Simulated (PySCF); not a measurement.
Vertical excitation energies

Species: C7H4F2O.
SMILES: `c1c(cc(ccc1F)=O)F`

Theory: PySCF, TDDFT PBE0/def2-SVPD, vertical, gas phase, core orbitals frozen in the response. Geometry: GFN2-xTB; no solvent, vibrations or thermal averaging.

| state | λ (nm) | E (eV) | f | symmetry | main configurations (H = HOMO, L = LUMO) |
| --- | --- | --- | --- | --- | --- |
| S1 | 356.2 | 3.48 | 0.0000 | – | H-1→L (92%) |
| S2 | 326.7 | 3.80 | 0.062 | A′ | H→L (97%) |
| S3 | 313.1 | 3.96 | 0.0000 | – | H-1→L+1 (90%), H-1→L (8%) |
| S4 | 263.4 | 4.71 | 0.070 | A′ | H→L+1 (68%), H-2→L (29%) |
| S5 | 206.3 | 6.01 | 0.359 | A′ | H-2→L (52%), H→L+1 (18%), H-3→L (17%) |
| S6 | 197.7 | 6.27 | 0.293 | A′ | H-2→L+1 (48%), H-3→L (24%), H-2→L (15%) |

Triplets (Tamm–Dancoff): T1 2.38 eV, H→L (95%); T2 3.19 eV, H-1→L (63%), H-1→L+1 (35%).

The lowest singlet comes at 356 nm (336 kJ/mol) in the ultraviolet; it is dark (f under 0.0005); its leading configuration is HOMO-1→LUMO (92%). The strongest level in the table is S5 at 6.01 eV (206 nm, f = 0.359). Löwdin shares by element: HOMO carbon 42% or more, oxygen 22% (atoms not listed hold the other 36%); LUMO carbon 64% or more (atoms not listed hold the other 36%). Orbital energies (eV): HOMO-3 -10.23, HOMO-2 -9.11, HOMO-1 -7.67, HOMO -7.38, LUMO -2.86, LUMO+1 -1.92, LUMO+2 0.61. The oscillator strengths of these states sum to 0.784; summed over the whole spectrum of an exact calculation they would give the number of electrons, 72 (Thomas–Reiche–Kuhn). The listed states span 2.79 eV, and the widest gap between neighbours is 1.30 eV (S4 to S5). No computed singlet lies in the visible range (380 to 750 nm); the lowest, at 356 nm, stands 0.22 eV above its violet end (3.26 eV); a Tamm–Dancoff triplet lies at 521 nm, without intensity as long as spin–orbit coupling is left out. Symmetry labels in Cs follow from the direction of the transition dipole and are given only for states with f of 0.002 or more. Only the lowest 6 singlets were computed, as vertical energies without vibronic structure.
